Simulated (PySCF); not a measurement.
# From a computed spectrum to the compound

A species of 3 atoms with charge 1 has these harmonic modes (PBE0, small Gaussian bases with core potentials, PySCF 2.14.0):

```tsv
cm⁻¹	km/mol	symmetry
121	17.7	a1
640	165.6	b2
652	64.5	a1
```

(1) Which species is it, and in which structure?

Answers

(1) [PmF2]+ (singlet in the valence; each metal's 4f electrons, 4 of them, lie in its core potential, out of spins and levels):
```xyz
3

Pm    0.0000    0.0000   -0.2396
F     1.6128    0.0000    0.9137
F    -1.6128    0.0000    0.9137
```
Ideal gas at 298.15 K and 1 bar: S = 301.0 J/(mol K), Cp = 49.2 J/(mol K), H − H(0 K) = 12.5 kJ/mol (rigid rotor, harmonic modes, spin degeneracy alone, that of the 4f electrons in the core included). An lcecp potential fixes the number of 4f electrons, so in runs with it no electron can move into or out of that shell.
 Other answers can fit too; this one was computed.
